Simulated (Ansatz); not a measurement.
Computed with Ansatz.

Basis-set series for `[OH][Al]([OH])[Cl]`. Total charge 0; spin multiplicity 1. The structure was optimised at the PBE0-D4/def2-TZVP level. It is one conformer, not always the lowest.

```xyz
6

O    -0.8266   -1.0048   -0.9960
Al    0.0711    0.0339   -0.0279
O    -0.5035    0.3808    1.5122
Cl    1.8586    0.8717   -0.7208
H    -0.5572   -1.2441   -1.8809
H    -0.0423    0.9626    2.1136
```

| functional | basis | functions | energy (Eh) | HOMO (eV) | LUMO (eV) |
| --- | --- | --- | --- | --- | --- |
| PBE0-D4 | def2-TZVPP | 174 | -854.14321 | -9.21 | -0.71 |
| PBE0-D4 | def2-QZVPP | 314 | -854.17403 | -9.26 | -0.93 |
| ωB97M-V | def2-TZVPP | 174 | -854.49016 | -11.52 | 0.91 |
| ωB97M-V | def2-QZVPP | 314 | -854.51948 | -11.59 | 0.49 |

Q: Give the rows for def2-SVP. (An estimate is asked.)

A: The calculation gave: 
| functional | basis | functions | energy (Eh) | HOMO (eV) | LUMO (eV) |
| --- | --- | --- | --- | --- | --- |
| PBE0-D4 | def2-SVP | 74 | -853.69891 | -8.97 | -0.47 |
| ωB97M-V | def2-SVP | 74 | -854.04440 | -11.23 | 1.17 |

Positive LUMOs are unbound and depend on the basis.
